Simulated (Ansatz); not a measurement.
Consider the substitution at a C–Ge bond: `O=C[CH2][GeH3]` + HCl → `O=CCCl` + GeH₄.

Calculated with Ansatz (gas phase, PBE0-D4/def2-TZVP geometries, no zero-point term in ΔE). CCSD(T)/CBS adds triple-zeta CCSD(T) − MP2 to the extrapolated MP2 energy (def2 sets, frozen cores). This one scheme is used for every species. DFT in def2-TZVPP. B3LYP here is the variant with VWN-RPA as its local correlation; programs differ in this. For Ge outer-core shells are correlated without core-valence functions, which leaves a few kJ/mol of doubt a bond. Scalar relativity is left out up to krypton. Each species was taken in one conformer, which may not be the lowest.

```json
{"level": "B3LYP-D4", "ΔE (kJ/mol)": "59.2", "difference from CCSD(T)/CBS": "-6.0"}
{"level": "ωB97M-V", "ΔE (kJ/mol)": "59.6", "difference from CCSD(T)/CBS": "-5.6"}
{"level": "B2PLYP", "ΔE (kJ/mol)": "60.1", "difference from CCSD(T)/CBS": "-5.1"}
{"level": "B3LYP", "ΔE (kJ/mol)": "55.5", "difference from CCSD(T)/CBS": "-9.7"}
{"level": "SCS-MP2/def2-TZVPP", "ΔE (kJ/mol)": "64.4", "difference from CCSD(T)/CBS": "-0.8"}
{"level": "CCSD/def2-TZVPP", "ΔE (kJ/mol)": "65.1", "difference from CCSD(T)/CBS": "-0.1"}
{"level": "HF/def2-QZVPP", "ΔE (kJ/mol)": "51.3", "difference from CCSD(T)/CBS": "-13.9"}
{"level": "SCS-MP2/def2-QZVPP", "ΔE (kJ/mol)": "63.9", "difference from CCSD(T)/CBS": "-1.3"}
{"level": "MP2/CBS(def2)", "ΔE (kJ/mol)": "70.1", "difference from CCSD(T)/CBS": "4.9"}
{"level": "CCSD/CBS(def2)", "ΔE (kJ/mol)": "64.7", "difference from CCSD(T)/CBS": "-0.5"}
{"level": "CCSD(T)/CBS", "ΔE (kJ/mol)": "65.2", "difference from CCSD(T)/CBS": "0"}
```

Largest T1 diagnostic among the species: 0.013.

In def2-TZVPP, CCSD(T) changes the Hartree–Fock value by +13.7 kJ/mol (the triples alone add +0.5 kJ/mol) and MP2 by +18.7 kJ/mol. The D4 term adds +3.7 kJ/mol with B3LYP and +2.1 kJ/mol with PBE0; it sums over pairs of atoms, weighted by their polarisabilities, and B3LYP, whose exchange is more repulsive, gets the larger term.
